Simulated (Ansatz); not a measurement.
The cluster Au₄, relaxed as a singlet with RKS PBE-D4/def2-SVP in Ansatz, starting from the GFN2-xTB geometry. Force threshold 0.02 eV/Å.

In the def2 sets Au takes a core potential; there is no spin–orbit coupling. The relaxation made no stability test and no search for a lower SCF solution. No other spin state of charge 0 was run. Another isomer (singlet) lies 0.43 eV lower at PBE0-D4/def2-TZVP; other spin states weren't run for this one.

Start:

```xyz
4

Au    0.3761    2.5882   -2.5825
Au   -0.0173   -1.3249    0.4398
Au   -0.6022   -2.4738    2.6117
Au    0.2434    1.2105   -0.4690
```

```
step  energy (eV)  largest force component (eV/Å)  SCF passes
   1  -14780.1855                           0.754          20
   2  -14780.1897                           1.062          27
   3  -14780.2447                           0.128          21
   4  -14780.2472                           0.006          21
   5  -14780.2474                           0.010          21
```

Force components are those of the run's own axes.

End:

Cartesian coordinates in Å:
```
Au 0.471 2.455 -2.545
Au -0.093 -1.299 0.295
Au -0.489 -2.396 2.573
Au 0.111 1.240 -0.323
```

By distances, no bond broke or formed. The bond that changes most is Au2–Au4, from 2.71 to 2.62 Å (atoms count from 1).

The force fell under the threshold at step 4, but the optimiser went on. No frequencies were taken in this run, so the end may be a saddle point.

Run time 7 s (4 threads of Arm Neoverse V1 on a shared host).
